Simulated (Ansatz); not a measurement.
`[BH2][SbH][CH3]` + `C#CC[TeH]` → `[BH2][SbH][TeH]` + `C#CCC` at 400 K and 1 bar (formal exchange of groups at the Sb–C bond).

Calculated with Ansatz (gas phase, PBE0-D4/def2-TZVP geometries, no zero-point term in ΔE). CCSD(T)/CBS adds triple-zeta CCSD(T) − MP2 to the extrapolated MP2 energy (def2 sets, frozen cores). def2 core potentials past Kr. For Sb, Te outer-core shells are correlated without core-valence functions, which leaves a few kJ/mol of doubt a bond.

| species | CCSD(T)/CBS energy (Eh) | H − E (kJ/mol) | S (J/(mol·K)) |
| --- | --- | --- | --- |
| `[BH2][SbH][CH3]` | -306.43061 | 193.9 | 354.0 |
| `C#CC[TeH]` | -384.20943 | 165.6 | 351.9 |
| `[BH2][SbH][TeH]` | -534.92494 | 118.1 | 382.6 |
| `C#CCC` | -155.75665 | 247.3 | 314.3 |

H − E and S are ideal-gas, rigid-rotor, harmonic terms from PBE0-D4/def2-TZVP, for one conformer and one mirror image of each species. 1 Eh = 2625.50 kJ/mol, R = 8.31446 J/(mol·K).

Problem. By hand: ΔE, ΔH, ΔS and ΔG.

Solution. ΔE = (-534.92494) + (-155.75665) − (-306.43061) − (-384.20943) = -0.04155 Eh = -109.1 kJ/mol. Δ(H − E) = 118.1 + 247.3 − 193.9 − 165.6 = 5.9, so ΔH = -103.2 kJ/mol. ΔS = 382.6 + 314.3 − 354.0 − 351.9 = -9.0 J/(mol·K). ΔG = -103.2 − 400 × (-9.0)/1000 = -99.6 kJ/mol.

Problem. By hand: the equilibrium constant, and the temperature at which ΔG would vanish if ΔH and ΔS stayed fixed.

Solution. log₁₀ K = −ΔG/(RT ln 10) = 13.0. ΔG = 0 at ΔH/ΔS = 11467 K, far beyond where these terms or the molecules hold.

The number of gas molecules stays the same, so ΔS is small and ΔH decides. A doubt of 5 kJ/mol in ΔE shifts log₁₀ K by 0.7 here. Other conformers and mirror images would add mixing entropy, several J/(mol·K) or more a flexible species. These are equilibria of isolated gas molecules and say nothing of rates. Largest T1 diagnostic: 0.015 (customary marks: 0.02 for closed shells, 0.045 for open ones).
